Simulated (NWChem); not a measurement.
**Correlation energy of formate (CHO₂ (-1))**

SMILES: C(=O)[O-]
```xyz
4

O      1.1320     0.0000     0.2065
C      0.0000     0.0000    -0.3052
O     -1.1320     0.0000     0.2065
H      0.0000     0.0000    -1.4728
```
Charge -1, spin multiplicity 1.

Program: NWChem. All single points use one geometry, from PBE0/def2-SVP, a minimum by its harmonic frequencies.

Basis set: def2-SVPD. Each correlation energy counts from its own Hartree-Fock reference.

The correlated methods keep 3 core orbitals frozen. The anion's geometry comes from a basis without diffuse functions. Coupled-cluster values serve here as a point of comparison, not as the truth.

Q: Order these methods by the correlation energy they give, lowest first: MP2, SCS-MP2, CR-CCSD[T], CR-CCSD(T).

A: CR-CCSD[T] (-553.8 mHa), CR-CCSD(T) (-552.0 mHa), MP2 (-532.4 mHa), SCS-MP2 (-512.2 mHa)
